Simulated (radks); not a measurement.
The numbers below are computed, except where a source is named.
Spin polarisation of the 4s1 shell in the gallium ion Ga2+. Start: [Ar] 3d10 4s(up 0.5, down 0.5); electrons of 4s are moved from spin down to spin up, other shells keep equal spins. Code: a radial shooting solver on a logarithmic mesh with Libxc functionals. Model: scalar-relativistic Kohn-Sham, LDA (Slater exchange, Perdew-Wang correlation), spin-polarised, spherical densities, point nucleus.

| moment (Bohr magnetons) | E - E(0) (eV) | e(4s up) (eV) | e(4s down) (eV) | 3d down minus up (eV) | 3p down minus up (eV) |
|---|---|---|---|---|---|
| 0 | 0.000 | -26.473 | -26.473 | 0.000 | 0.000 |
| 0.25 | -0.020 | -26.626 | -26.305 | 0.058 | 0.024 |
| 0.5 | -0.081 | -26.768 | -26.120 | 0.117 | 0.048 |
| 0.75 | -0.183 | -26.900 | -25.914 | 0.176 | 0.073 |
| 1 | -0.328 | -27.019 | -25.683 | 0.236 | 0.097 |

At moment 1 the spin-polarisation energy is -0.328 eV and the 4s exchange splitting 1.336 eV, that is 1.336 eV per Bohr magneton; E = -I m^2/4 would give I = 1.310 eV.
